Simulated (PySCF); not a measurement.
Si(OH)3(NH2) (H5NO3Si), SMILES O[Si](N)(O)O.

Coordinates come from a ωB97X-D3(BJ)/def2-SVP optimisation. The geometry has at least one imaginary mode, so it is a saddle point at that level. One conformer was computed; it need not be the lowest.

All values below come from PySCF 2.14.0 with TDA-LC-ωPBE/def2-SVPD.

Vertical excitations. Gas-phase values at a fixed geometry.

Computed excitation energies, oscillator strengths and character:
```tsv
state	energy (eV)	λ (nm)	f	main pairs
S1	7.51	165	0.058	HOMO→LUMO 72 %, HOMO→LUMO+3 22 %
S2	8.26	150	0.014	HOMO−1→LUMO 75 %
S3	8.79	141	0.086	HOMO−3→LUMO 54 %, HOMO−1→LUMO+2 16 %
S4	8.82	141	0.057	HOMO−2→LUMO 46 %, HOMO−1→LUMO+1 18 %, HOMO−2→LUMO+1 16 %
S5	9.04	137	0.003	HOMO→LUMO+3 46 %, HOMO→LUMO+1 16 %, HOMO→LUMO 14 %, HOMO→LUMO+5 8 %
S6	9.28	134	0.041	HOMO−4→LUMO 43 %, HOMO→LUMO+2 23 %, HOMO→LUMO+6 8 %, HOMO−3→LUMO+2 7 %
S7	9.37	132	0.013	HOMO→LUMO+6 47 %, HOMO→LUMO+4 19 %, HOMO→LUMO+10 14 %, HOMO−4→LUMO 8 %
S8	9.72	128	0.042	HOMO−1→LUMO+2 20 %, HOMO−6→LUMO 18 %, HOMO→LUMO+2 14 %, HOMO−3→LUMO 11 %
S9	9.72	128	0.016	HOMO→LUMO+2 41 %, HOMO−4→LUMO 12 %, HOMO→LUMO+10 11 %, HOMO−1→LUMO+2 7 %
S10	9.76	127	0.093	HOMO−5→LUMO 47 %, HOMO−5→LUMO+1 28 %
T1	7.06	176	0	HOMO→LUMO 63 %, HOMO→LUMO+3 27 %
T2	7.86	158	0	HOMO−1→LUMO 67 %
T3	8.28	150	0	HOMO−3→LUMO 49 %, HOMO−1→LUMO+2 18 %
T4	8.32	149	0	HOMO−2→LUMO 41 %, HOMO−2→LUMO+1 18 %, HOMO−1→LUMO+1 17 %
```
Triplets are in the Tamm–Dancoff approximation.
